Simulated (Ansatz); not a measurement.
Input for Ansatz (a program for electronic structure): U-PBE/def2-TZVPP on C2H6Ga (SMILES [CH3][Ga][CH3]).

Ansatz 0.2 input:
```yaml
crystal:
  periodic: [false, false, false]
  atoms:
    - {symbol: C, position_ang: [1.71974565, -0.04139932, 0.09631301]}
    - {symbol: Ga, position_ang: [0.05876641, 1.04199129, -0.28799092]}
    - {symbol: C, position_ang: [-1.71675926, 0.09516400, -0.11107690]}
    - {symbol: H, position_ang: [1.73812755, -0.89696400, -0.58455989]}
    - {symbol: H, position_ang: [2.63939138, 0.52835169, -0.01795521]}
    - {symbol: H, position_ang: [1.65459968, -0.42018129, 1.12011693]}
    - {symbol: H, position_ang: [-1.80379206, -0.28573852, 0.91030453]}
    - {symbol: H, position_ang: [-1.72204725, -0.75745831, -0.79586602]}
    - {symbol: H, position_ang: [-2.56823211, 0.73613446, -0.32918552]}
basis:
  gaussian:
    orbitals: def2-TZVPP
hamiltonian:
  xc: {name: PBE}
magnetization: {spin_polarized: true, initial_magnetization: 1}
```

The log:

```
WARN ansatz: RAYON_NUM_THREADS=4 ignored (pool sized by the plan → 4); use --threads N
Functional definition: PBE
integrals: 0.10 GiB planned
1082 factors; their error is unknown
mean field: 0.94 GiB planned
mean field evaluation 1: about -54518.2206 eV, gradient 6.9e1 eV
mean field evaluation 2: about -54468.6089 eV, gradient 1.0e2 eV
mean field evaluation 4: about -54538.4986 eV, gradient 7.4e0 eV
mean field evaluation 8: about -54538.6736 eV, gradient 3.1e-1 eV
mean field evaluation 16: about -54538.6739 eV, gradient 7.6e-5 eV
mean field -54538.67385840 eV, -2004.2592966553 hartree, gradient 8.4e-6 eV, S^2 0.751379; 0 other end points of the search recorded, 0 dependent functions left out
reference -54538.67390153 eV, -2004.2592982403 hartree; 25, 24 occupied and 169, 170 virtual orbitals, 1082 factors
Total energy: -54538.67390153 eV, -2004.2592982403 hartree
```

The calculation finished and met its thresholds.

Cost: roughly 7 core-seconds.
